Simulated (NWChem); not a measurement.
System: Si₂H₃, doublet; SMILES [SiH]=[SiH2]

Computed with NWChem. Spin-unrestricted. The geometry was optimised at PBE0/def2-SVP, spin-unrestricted. No stability test was run on the SCF state. Level BLYP/def2-SVP: single points from the atomic guess with DIIS by default; each run changes one setting, and all converged runs end within 0.3 mHa of each other. cgmin counts macro-iterations, each dearer than a DIIS step.

```csv
setting,SCF iterations
defaults,11
occupation smearing of 0.005 Ha,11
quadratically convergent solver (cgmin),6
core-Hamiltonian guess,13
DIIS on 3 Fock matrices,14
70 % damping for 30 cycles,28
```
